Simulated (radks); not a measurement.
Results of a calculation; reference values are marked as such.
The mean radii <r> (bohr) of the occupied orbitals of an atom or ion are listed with their occupations. Code: a radial shooting solver on a logarithmic mesh with Libxc functionals. Model: Dirac Kohn-Sham, PBE, spin-unpolarised, spherical densities, finite nucleus; Fermi nuclear charge, rms radius of each element as measured or else 0.836 A^(1/3) + 0.57 fm.

| orbital | occ. | <r> |
|---|---|---|
| 1s1/2 | 2 | 0.04528 |
| 2s1/2 | 2 | 0.1885 |
| 2p1/2 | 1 | 0.1596 |

Name the element and its charge. Open shells, if any, fill j = l - 1/2 first.

Answer. Z = 33, arsenic, charge +28: As28+ in [He] 2s2 2p1. The 1s radius gives Z: for a bare nucleus <r> = (2 gamma + 1)/(2Z) with gamma = sqrt(1 - (Z/c)^2), 0.04456 bohr for Z = 33, and screening makes it slightly larger (0.04528 here). The occupations add up to 5, and the charge is Z minus that.
